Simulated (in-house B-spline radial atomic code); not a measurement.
Atomic self-consistent-field run: V VII (V6+). Computed with a B-spline radial code for spherical atoms: scalar-relativistic (X2C) PBE0, spin-polarised, spherical fractional occupations, exact exchange averaged over the configuration, Fermi nucleus of rms radius 3.6002 fm.

Command:
```bash
python run_scf.py task.json out
```
Settings (nuclear radius in fm, mass in u):
```
Z                23
configuration    [Ne] 3s2 3p5
hamiltonian      x2c
method           pbe0
spin_polarised   True
nucleus          fermi
rms_radius       3.6002
atomic_mass      50.94396
speed_of_light   137.035999084
exact_exchange   averaged over the configuration
```

Output (hartree, bohr):
```
 radial grid: 66 intervals, B-splines of order 8, outer radius 10.2985 bohr

 iter        energy (Eh)    residual
    1        -933.685438    4.52e-01
    2        -937.892662    1.69e-01
    3        -938.209809    5.66e-02
    4        -938.251933    1.94e-02
    5        -938.257701    6.66e-03
    6        -938.258215    1.75e-04
    7        -938.258216    1.20e-05
    8        -938.258216    7.71e-07
    9        -938.258216    1.46e-08

 total energy                      -938.25822
 kinetic                             948.4899
 electron-nucleus                  -2167.1734
 Hartree                             322.4470
 exact exchange                      -10.2689
 exchange-correlation                -31.7528

 orbital      occ     eigenvalue          <r>       <r^2>       <1/r>     <1/r^2>     <1/r^3>       r_max
 1s up      1.000      -202.5521    0.0661579  0.00589953     23.0868      1124.3           -     0.04319
 1s down    1.000      -202.5304    0.0661521  0.00589844     23.0884     1124.43           -     0.04319
 2s up      1.000       -26.7416     0.306959     0.11137     4.85106     103.706           -      0.2552
 2s down    1.000       -26.7247     0.306861    0.111264     4.85101     103.673           -      0.2552
 2p up      3.000       -22.9845     0.273119   0.0918037     4.71244     30.6641     313.615      0.2079
 2p down    3.000       -22.9564     0.273294   0.0919181     4.70941      30.627     313.106      0.2081
 3s up      1.000        -6.3899     0.886894    0.897592     1.59609     16.9458           -       0.794
 3s down    1.000        -6.2831     0.889312     0.90298      1.5913     16.8359           -      0.7945
 3p up      3.000        -5.3083     0.916071    0.970614     1.48958     4.87355     45.0908      0.8057
 3p down    2.000        -5.2337     0.918882    0.977496     1.48698     4.86623     45.0529      0.8065
```

Run time, properties included: 0.37 s on 1 thread of Arm Neoverse V2 (shared host).
